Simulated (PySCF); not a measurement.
Gas-phase reaction: TiCl2(OH)2 + 3 HOCl ⇌ TiCl3OH + 2 ClO + 2 H2O. Level: M06-2X/def2-TZVP†; standard pressure 1 bar.

Method: PySCF energies plus ideal-gas RRHO corrections (1 bar). † marks an energy on the PBE0/def2-TZVP geometry and frequencies. Open shells (unrestricted): ClO (multiplicity 2, electronic degeneracy 4); the rest are closed-shell singlets. Spin-orbit splitting is ignored; it lowers the true energy and changes the entropy of ClO. TiCl2(OH)2, TiCl3OH: computed as isolated molecules; such fragments, hydroxides, amides, oligomers or adducts are transient or little studied in the gas. The harmonic model lacks anharmonicity and excited electronic states, which grow with temperature; levels with a mode under 35 cm⁻¹ are left out. Soft modes under 120 cm⁻¹ make the harmonic entropy rough for TiCl2(OH)2, TiCl3OH.

```csv
T (K),1000/T (1/K),log10 K
600,1.6667,-2.82
800,1.2500,?
1000,1.0000,0.95
1200,0.8333,1.88
1400,0.7143,2.53
1600,0.6250,3.01
```

Task: Fit log10 K = a + b·(1000/T) to the five rows, get the mean ΔH° and ΔS°, and predict log10 K at 800 K.

Result: Means: 1000/T = 0.9679, log10 K = 1.110. Sums of products about the means: Sxy = -3.86668, Sxx = 0.689362, so b = Sxy/Sxx = -5.61 and a = 1.110 − (-5.61)×0.9679 = 6.54.
ΔH° = −R ln 10 × 1000 K × b = −19.145 × (-5.61) = 107 kJ; ΔS° = R ln 10 × a = 125 J/K. The run's own values go from 109 kJ and 128 J/K at 600 K to 102 kJ and 121 J/K at 1600 K.
Prediction at 800 K: 6.54 + (-5.61)×1.2500 = -0.47. The computed value is -0.45, 0.02 from the line.
For scale, ΔH°(298 K) is 109 kJ at this level, 97 kJ at ωB97M-V/def2-TZVP†, and runs from 55 to 278 kJ over the 14 levels computed.
